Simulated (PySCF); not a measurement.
**Electron correlation in Mn (manganese, neutral)**

[Ar] 3d6 4s1, high-spin 6D determinant (an excited configuration). All numbers are calculated (PySCF 2.14, the spin-free X2C one-electron Hamiltonian (Gaussian nucleus), in x2c-TZVPPall with one added diffuse shell each of s, p, d, f type (7s6p5d3f1g, 80 functions)). Frozen: [Ar]; 7 electrons correlated.

MP2 pair energies summed by pair of shells (mhartree):

```json
{"pair": "3d-3d", "energy": "-143.22", "share (%)": "88.4"}
{"pair": "3d-4s", "energy": "-18.81", "share (%)": "11.6"}
```

Total MP2 correlation energy: -162.04 mhartree.

Same-spin part -93.59 and opposite-spin part -68.45 mhartree; SCS-MP2 scales them by 1/3 and 6/5 to -113.34 mhartree.
